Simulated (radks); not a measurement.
Initial-state core-level shifts of the rhenium ion Re2+ when its valence configuration changes from [Xe] 4f14 5d5. Calculated with a radial shooting solver on a logarithmic mesh with Libxc functionals: Dirac Kohn-Sham, PBE, spin-unpolarised, spherical densities, finite nucleus; open shells are shared between the two j in proportion to 2j + 1; Fermi nuclear charge, rms radius 5.3698 fm. Shifts are changes of the shell-averaged eigenvalues in eV (positive: less bound); the change of the density at the nucleus, which sets a Mossbauer isomer shift, is in e/bohr^3, on a base of 1.547e+06.

valence                    3s       4s       4d       5s  density at nucleus
4f13.5 5d5.5           -6.344   -5.709   -5.297   -2.193               +47.8
4f12 5d5 6p2          -36.941  -33.857  -32.091  -18.486              +233.0
4f14 5d4 6p1           -4.763   -4.749   -4.758   -4.603               +12.9
4f11 5d5 6s1 6p2      -55.805  -50.637  -47.869  -26.670              +534.5
4f12 5d5 6s2          -34.030  -30.942  -29.184  -15.616              +526.8
4f11 5d5.5 6s1 6p1.5  -52.973  -47.848  -45.083  -24.099              +516.8
4f13 5d5 6p1          -17.831  -16.462  -15.623   -9.108              +110.8
4f11 5d6 6s1 6p1      -50.167  -45.079  -42.316  -21.525              +499.9
4f12 5d4.5 6s1 6p1.5  -38.228  -35.111  -33.349  -19.587              +399.6
